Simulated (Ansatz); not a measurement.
C₂H₇AlOSi, 12 atoms. The species carries charge 0 and has multiplicity 1. All runs use 4 threads of an Intel Xeon 6975P-C on a shared host. Correlated methods freeze the cores.

Q: Give the basis size and wall time and peak host memory of each of these runs in Ansatz. RKS ωB97M-V/def2-QZVPP energy; RKS ωB97M-V/def2-SVP energy; RKS PBE0-D4/def2-TZVP frequencies; RKS PBE0-D4/def2-SVP energy; RKS PBE0-D4/def2-QZVPP energy; RHF-CCSD(T)/def2-SVP energy; direct RPA on PBE orbitals/def2-TZVPP energy; RKS PBE0-D4/def2-TZVP relaxation (24 steps); RKS PBE0-D4/def2-TZVPP energy; RKS LC-ωPBE/def2-TZVPP energy; RKS PBE-D4/def2-TZVPP energy and forces; RHF-MP2/def2-QZVPP energy. (An estimate is asked.)

A: The calculation gave: Other jobs shared the machine, so times are rough.

```tsv
level	job	functions	wall time	peak host memory (GiB)
RKS PBE0-D4/def2-SVP	energy	113	1.4 s	0.57
RKS PBE-D4/def2-TZVPP	energy and forces	275	2.3 s	0.4
RKS LC-ωPBE/def2-TZVPP	energy	275	2.7 s	0.58
RKS PBE0-D4/def2-TZVPP	energy	275	3.3 s	0.75
RHF-CCSD(T)/def2-SVP	energy	113	4.3 s	0.57
RKS ωB97M-V/def2-SVP	energy	113	4.8 s	0.57
direct RPA on PBE orbitals/def2-TZVPP	energy	275	7.5 s	0.77
RKS PBE0-D4/def2-QZVPP	energy	521	13 s	2.1
RHF-MP2/def2-QZVPP	energy	521	23 s	3.5
RKS ωB97M-V/def2-QZVPP	energy	521	26 s	2.5
RKS PBE0-D4/def2-TZVP	relaxation (24 steps)	209	73 s	0.61
RKS PBE0-D4/def2-TZVP	frequencies	209	3 min	0.63
```

LC-ωPBE has ω = 0.4 bohr⁻¹.
